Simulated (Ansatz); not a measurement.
Species: [Zr(F)4(H2O)] (charge 0, multiplicity 1), formula H₂F₄OZr.

### Question
How many basis functions does frozen-core CCSD(T)/def2-TZVPP // BP86-D3(BJ)/def2-SVP (Ansatz, a first-principles code) use, how many core orbitals are frozen, and how many electrons are correlated?

### Answer
239 basis functions and 5 frozen orbitals, which leaves 48 correlated electrons. Core time is of the order of minutes.
